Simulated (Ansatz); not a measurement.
Stepwise reaction of `O[SiH2]PO` with hydrogen, as a gas-phase model of exchange steps in deposition or etching. ΔE in kJ/mol; ΔG adds harmonic PBE0-D4 terms to CCSD(T)/CBS, at 1 bar.

Computed with Ansatz on PBE0-D4/def2-TZVP structures; ΔE is electronic, products minus reactants. CBS: MP2 limit from def2 TZ/QZ plus the TZ coupled-cluster correction, frozen cores. This one scheme is used for every species. Functionals use def2-TZVPP. B3LYP here is the variant with VWN-RPA as its local correlation; programs differ in this. One conformer a species, not always the lowest.

```
step                             reaction  PBE-D4  B3LYP-D4  ωB97M-V  CCSD(T)/CBS  ΔG(500 K)
   1  `O[SiH2]PO` + H₂ → `OP[SiH3]` + H₂O    63.2      69.8     70.4         66.9       63.4
```

Give the row of step 2, `OP[SiH3]` + H₂ → `[SiH3]P` + H₂O. (Estimate.)

Computed: 
```
step                           reaction  PBE-D4  B3LYP-D4  ωB97M-V  CCSD(T)/CBS  ΔG(500 K)
   2  `OP[SiH3]` + H₂ → `[SiH3]P` + H₂O   -46.8     -44.6    -46.9        -53.1      -55.0
```

By hand: ΔE of the 2 steps together at CCSD(T)/CBS.

(66.9) + (-53.1) = 13.8 kJ/mol, or 6.9 kJ/mol a step.

In ΔE each step is lower than the one before. ΔG lies between -55.0 and 63.4 kJ/mol a step. PBE-D4 differs from CCSD(T)/CBS by -3.7 to 6.3 kJ/mol a step. Isolated molecules leave out the surface, adducts and barriers. Largest T1 diagnostic: 0.013.
